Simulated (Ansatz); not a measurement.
Reaction (ligand exchange at a Ge–I bond): `[F][GeH2][I]` + H–F → `[F][GeH2][F]` + HI

Calculated with Ansatz (gas phase, PBE0-D4/def2-TZVP geometries, no zero-point term in ΔE). CCSD(T)/CBS adds triple-zeta CCSD(T) − MP2 to the extrapolated MP2 energy (def2 sets, frozen cores). This one scheme is used for every species. DFT in def2-TZVPP. Elements past krypton have def2 core potentials. For Ge, I outer-core shells are correlated without core-valence functions, which leaves a few kJ/mol of doubt a bond. Scalar relativity is left out up to krypton.

Question: Is it downhill or uphill in electronic energy at CCSD(T)/CBS, and by how much? (Estimate.)

Answer: The calculation gave: Uphill: ΔE = +0.20 eV.

Question: What do these levels give: PBE-D4, BLYP-D4, PBE0-D4, r2SCANh-D4, r2SCAN0-D4, ωB97X-V, revPBE, BLYP, LC-ωPBE, HF/def2-TZVPP, HF/def2-QZVPP, MP2/def2-QZVPP? (Best estimate.)

Answer: Ansatz gave: PBE-D4 0.20, BLYP-D4 0.10, PBE0-D4 0.23, r2SCANh-D4 0.14, r2SCAN0-D4 0.17, ωB97X-V 0.07, revPBE 0.15, BLYP 0.03, LC-ωPBE 0.07, HF/def2-TZVPP 0.01, HF/def2-QZVPP -0.01, MP2/def2-QZVPP 0.24 eV.

Largest T1 diagnostic among the species: 0.012.

In def2-TZVPP, CCSD(T) changes the Hartree–Fock value by +0.09 eV (the triples alone add +0.02 eV) and MP2 by +0.17 eV. Leaving LDA and LC-ωPBE aside and taking each functional with its dispersion term where it has one, the values, not all of them listed here, spread over 0.24 eV, from B97M-V to HSE06-D4.
